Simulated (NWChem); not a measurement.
System: GaCl2, doublet; SMILES [Cl][Ga][Cl]

Parts of the log:

```
             Northwest Computational Chemistry Package (NWChem) 7.3.0
             --------------------------------------------------------

 C2V symmetry detected

                             Geometry "geometry" -> ""
                             -------------------------

 Output coordinates in angstroms (scale by  1.889725989 to convert to a.u.)

  No.       Tag          Charge          X              Y              Z
 ---- ---------------- ---------- -------------- -------------- --------------
    1 Ga                  31.0000     0.00000000     0.00000000     0.57818098
    2 Cl                  17.0000     1.86760700     0.00000000    -0.52716502
    3 Cl                  17.0000    -1.86760700     0.00000000    -0.52716502

 Effective nuclear repulsion energy (a.u.)     297.9492359130

      Symmetry information
      --------------------

 Group name             C2v
 Group number             16
 Group order               4
 No. of unique centers     2

                                Z-matrix (autoz)
                                --------

 Units are Angstrom for bonds and degrees for angles

      Type          Name      I     J     K     L     M      Value
      ----------- --------  ----- ----- ----- ----- ----- ----------
    1 Stretch                  1     2                       2.17019
    2 Stretch                  1     3                       2.17019
    3 Bend                     2     1     3               118.76154

                           NWChem Geometry Optimization
                           ----------------------------

 maximum gradient threshold         (gmax) =   0.000450
 rms gradient threshold             (grms) =   0.000300
 maximum cartesian step threshold   (xmax) =   0.001800
 rms cartesian step threshold       (xrms) =   0.001200
 fixed trust radius                (trust) =   0.300000
 source of zmatrix                         =   autoz

          -------------------
          Energy Minimization
          -------------------

 Using diagonal initial Hessian
 Scaling for Hessian diagonals: bonds = 1.00  angles = 0.25  torsions = 0.10

          --------
          Step   0

                                 NWChem DFT Module
                                 -----------------

 Summary of "ao basis" -> "ao basis" (spherical)
 ------------------------------------------------------------------------------
       Tag                 Description            Shells   Functions and Types
 ---------------- ------------------------------  ------  ---------------------
 Ga                         def2-svp                12       32   5s4p3d
 Cl                         def2-svp                 8       18   4s3p1d

      Symmetry analysis of basis
      --------------------------

        a1         28
        a2          8
        b1         20
        b2         12

            General Information
            -------------------
          SCF calculation type: DFT
          Wavefunction type:  spin polarized.
          No. of atoms     :     3
          No. of electrons :    65
           Alpha electrons :    33
            Beta electrons :    32
          Charge           :     0
          Spin multiplicity:     2
          Use of symmetry is: on ; symmetry adaption is: on
          Maximum number of iterations: 150
          AO basis - number of functions:    68
                     number of shells:    28
          Convergence on energy requested:  1.00D-06
          Convergence on density requested:  1.00D-05
          Convergence on gradient requested:  5.00D-04

              XC Information
              --------------
                        Slater Exchange Functional  1.000 local
                      VWN V Correlation Functional  1.000 local

             Grid Information
             ----------------
          Grid used for XC integration:  medium
          Radial quadrature: Mura-Knowles
          Angular quadrature: Lebedev.
          Tag              B.-S. Rad. Rad. Pts. Rad. Cut. Ang. Pts.
          ---              ---------- --------- --------- ---------
          Ga                  1.30      112           7.0       590
          Cl                  1.00       88          10.0       590
          Grid pruning is: on
          Number of quadrature shells:   200
          Spatial weights used:  Erf1

      Superposition of Atomic Density Guess
      -------------------------------------

 Sum of atomic energies:       -2841.62289946

      Non-variational initial energy
      ------------------------------

 Total energy =   -2841.890701
 1-e energy   =   -4549.436824
 2-e energy   =    1409.596887
 HOMO         =      -0.181268
 LUMO         =       0.030084

   Symmetry analysis of molecular orbitals - initial alpha
   -------------------------------------------------------

  Numbering of irreducible representations:

     1 a1          2 a2          3 b1          4 b2

  Orbital symmetries:

     1 a1          2 a1          3 b1          4 a1          5 b1
     6 a1          7 b2          8 a1          9 b1         10 a1
    11 b1         12 a1         13 b2         14 b1         15 a2
    16 a1         17 b1         18 a1         19 b2         20 a1
    21 b1         22 a2         23 a1         24 b2         25 a1
    26 b1         27 a1         28 b1         29 a1         30 b2
    31 a2         32 b1         33 a1         34 b2         35 a1
    36 b1         37 a1         38 a1         39 b1         40 b2
    41 a2         42 a1         43 b2

   Symmetry analysis of molecular orbitals - initial beta
   ------------------------------------------------------

  Numbering of irreducible representations:

     1 a1          2 a2          3 b1          4 b2

  Orbital symmetries:

     1 a1          2 a1          3 b1          4 a1          5 b1
     6 a1          7 b2          8 a1          9 b1         10 a1
    11 b1         12 a1         13 b2         14 b1         15 a2
    16 a1         17 b1         18 a1         19 b2         20 a1
    21 b1         22 a2         23 a1         24 b2         25 a1
    26 b1         27 a1         28 b1         29 a1         30 b2
    31 a2         32 b1         33 a1         34 b2         35 a1
    36 b1         37 a1         38 a1         39 b1         40 b2
    41 a2         42 a1         43 b2

   convergence    iter        energy       DeltaE   RMS-Dens  Diis-err
 ---------------- ----- ----------------- --------- --------- ---------
 d= 0,ls=0.0,diis     1  -2838.7286568937 -3.14D+03  1.48D-02  2.01D-01
                                                     1.61D-02  2.00D-01
 d= 0,ls=0.0,diis     2  -2838.5363868555  1.92D-01  9.99D-03  3.77D-01
                                                     1.36D-02  3.76D-01
 d= 0,ls=0.0,diis     3  -2838.7822311784 -2.46D-01  2.67D-03  6.05D-02
                                                     3.25D-03  6.28D-02
 d= 0,ls=0.0,diis     4  -2838.8127414555 -3.05D-02  5.92D-04  7.98D-03
                                                     4.44D-04  7.78D-03
 d= 0,ls=0.0,diis     5  -2838.8144172946 -1.68D-03  2.59D-04  2.05D-04
                                                     2.08D-04  2.01D-04
  Resetting Diis
 d= 0,ls=0.0,diis     6  -2838.8144662296 -4.89D-05  6.82D-05  2.20D-05
                                                     6.95D-05  2.10D-05
 d= 0,ls=0.0,diis     7  -2838.8144795606 -1.33D-05  3.81D-05  8.88D-07
                                                     4.34D-05  8.76D-07
 d= 0,ls=0.0,diis     8  -2838.8144784383  1.12D-06  2.25D-05  2.79D-06
                                                     2.81D-05  2.85D-06
 d= 0,ls=0.0,diis     9  -2838.8144802275 -1.79D-06  3.65D-06  8.83D-08
                                                     3.23D-06  8.40D-08
 d= 0,ls=0.0,diis    10  -2838.8144802665 -3.90D-08  8.23D-07  3.74D-09
                                                     7.37D-07  3.85D-09

         Total DFT energy =    -2838.814480266495
      One electron energy =    -4547.368889579224
           Coulomb energy =     1536.124818139025
    Exchange-Corr. energy =     -125.519644739345
 Nuclear repulsion energy =      297.949235913049

 Numeric. integr. density =       64.999999592131

                  Occupations of the irreducible representations
                  ----------------------------------------------

                     irrep           alpha         beta
                     --------     --------     --------
                     a1               15.0         14.0
                     a2                3.0          3.0
                     b1               10.0         10.0
                     b2                5.0          5.0

                    DFT Final Alpha Molecular Orbital Analysis
                    ------------------------------------------

 Vector   31  Occ=1.000000D+00  E=-2.909259D-01  Symmetry=a2
              MO Center=  2.1D-13, -4.0D-14, -5.0D-01, r^2= 4.5D+00
   Bfn.  Coefficient  Atom+Function         Bfn.  Coefficient  Atom+Function
  ----- ------------  ---------------      ----- ------------  ---------------
    44      0.455128  2 Cl py                62     -0.455128  3 Cl py
    41      0.340773  2 Cl py                59     -0.340773  3 Cl py
    38      0.199407  2 Cl py                56     -0.199407  3 Cl py
    18     -0.066249  1 Ga d -2              28      0.052290  1 Ga d -2

[...]

      ----------------------
      Optimization converged
      ----------------------

  Step       Energy      Delta E   Gmax     Grms     Xrms     Xmax
  ---- ---------------- -------- -------- -------- -------- --------
@    2   -2838.81459835 -3.5D-08  0.00001  0.00001  0.00020  0.00044
                                     ok       ok       ok       ok

                                Z-matrix (autoz)
                                --------

 Units are Angstrom for bonds and degrees for angles

      Type          Name      I     J     K     L     M      Value     Gradient
      ----------- --------  ----- ----- ----- ----- ----- ---------- ----------
    1 Stretch                  1     2                       2.15498    0.00000
    2 Stretch                  1     3                       2.15498    0.00000
    3 Bend                     2     1     3               119.09032    0.00001

                         Geometry "geometry" -> "geometry"
                         ---------------------------------

 Output coordinates in angstroms (scale by  1.889725989 to convert to a.u.)

  No.       Tag          Charge          X              Y              Z
 ---- ---------------- ---------- -------------- -------------- --------------
    1 Ga                  31.0000     0.00000000     0.00000000     0.56946505
    2 Cl                  17.0000     1.85765658     0.00000000    -0.52280705
    3 Cl                  17.0000    -1.85765658     0.00000000    -0.52280705

 Effective nuclear repulsion energy (a.u.)     299.9828811076

      Symmetry information
      --------------------

 Group name             C2v
 Group number             16
 Group order               4
 No. of unique centers     2

                Final and change from initial internal coordinates
                --------------------------------------------------

                                Z-matrix (autoz)
                                --------

 Units are Angstrom for bonds and degrees for angles

      Type          Name      I     J     K     L     M      Value       Change
      ----------- --------  ----- ----- ----- ----- ----- ---------- ----------
    1 Stretch                  1     2                       2.15498   -0.01521
    2 Stretch                  1     3                       2.15498   -0.01521
    3 Bend                     2     1     3               119.09032    0.32878

 ==============================================================================
                                internuclear distances
 ------------------------------------------------------------------------------
       center one      |      center two      | atomic units |  angstroms
 ------------------------------------------------------------------------------
    2 Cl               |   1 Ga               |     4.07233  |     2.15498
    3 Cl               |   1 Ga               |     4.07233  |     2.15498
 ------------------------------------------------------------------------------
                         number of included internuclear distances:          2
 ==============================================================================

[second-derivative integrals and response iterations left out]

  Vibrational analysis via the FX method

  See chapter 2 in "Molecular Vibrations" by Wilson, Decius and Cross

  Vib: Default input used

 ---------------------------- Atom information ----------------------------
     atom    #        X              Y              Z            mass
 --------------------------------------------------------------------------
    Ga       1  0.0000000D+00  0.0000000D+00  1.0761329D+00  6.8925700D+01
    Cl       2  3.5104619D+00  0.0000000D+00 -9.8796207D-01  3.4968850D+01
    Cl       3 -3.5104619D+00  0.0000000D+00 -9.8796207D-01  3.4968850D+01
 --------------------------------------------------------------------------

[unprojected Hessian and modes left out]

        Vibrational analysis via the FX method
  --- with translations and rotations projected out ---
  --- via the Eckart algorithm                      ---
 Projected Nuclear Hessian trans-rot subspace norm:4.9653D-34
                         (should be close to zero!)

[projected Hessian left out]

 Rotational Constants
 --------------------
 A=   0.407037 cm-1  (  0.585622 K)
 B=   0.069849 cm-1  (  0.100494 K)
 C=   0.059618 cm-1  (  0.085775 K)

 Temperature                      =   298.15K
 frequency scaling parameter      =   1.0000

 Zero-Point correction to Energy  =    1.304 kcal/mol  (  0.002078 au)
 Thermal correction to Energy     =    3.916 kcal/mol  (  0.006241 au)
 Thermal correction to Enthalpy   =    4.509 kcal/mol  (  0.007185 au)

 Total Entropy                    =   70.817 cal/mol-K
   - Translational                =   40.678 cal/mol-K (mol. weight = 138.8634)
   - Rotational                   =   24.968 cal/mol-K (symmetry #  =        2)
   - Vibrational                  =    5.171 cal/mol-K

 Cv (constant volume heat capacity) =   10.833 cal/mol-K
   - Translational                  =    2.979 cal/mol-K
   - Rotational                     =    2.979 cal/mol-K
   - Vibrational                    =    4.874 cal/mol-K

[normal modes left out]

 ----------------------------------------------------------------------------
 Normal Eigenvalue ||           Projected Infra Red Intensities
  Mode   [cm**-1]  || [atomic units] [(debye/angs)**2] [(KM/mol)] [arbitrary]
 ------ ---------- || -------------- ----------------- ---------- -----------
    1       -0.000 ||    0.000092           0.002         0.089       0.087
    2       -0.000 ||    0.000000           0.000         0.000       0.000
    3        0.000 ||    0.000828           0.019         0.807       0.787
    4        0.000 ||    0.000408           0.009         0.398       0.388
    5        0.000 ||    0.000408           0.009         0.398       0.388
    6        0.000 ||    0.000149           0.003         0.145       0.141
    7      111.654 ||    0.003023           0.070         2.947       2.872
    8      372.386 ||    0.016960           0.391        16.534      16.113
    9      428.605 ||    0.072863           1.681        71.031      69.224
 ----------------------------------------------------------------------------
```

Level: LDA (Slater exchange, VWN5)/def2-SVP, spin-unrestricted. In the optimisation the excess spin sits in a1 (C2v, its own frame). This spin state was assumed; another may lie lower. No stability test was run on the SCF state.

Question: Which NWChem input produces such a log?

Answer: This is not unique; one that fits is the input that was run:
```
start job
memory heap 200 mb stack 900 mb global 1100 mb
geometry units angstroms
  Ga     0.000000     0.000000     0.580901
  Cl     1.867607     0.000000    -0.524445
  Cl    -1.867607     0.000000    -0.524445
end
basis spherical
  * library def2-svp
end
dft
  odft
  mult 2
  xc slater vwn_5
  iterations 150
end
driver
  maxiter 120
end
task dft optimize
task dft freq
```
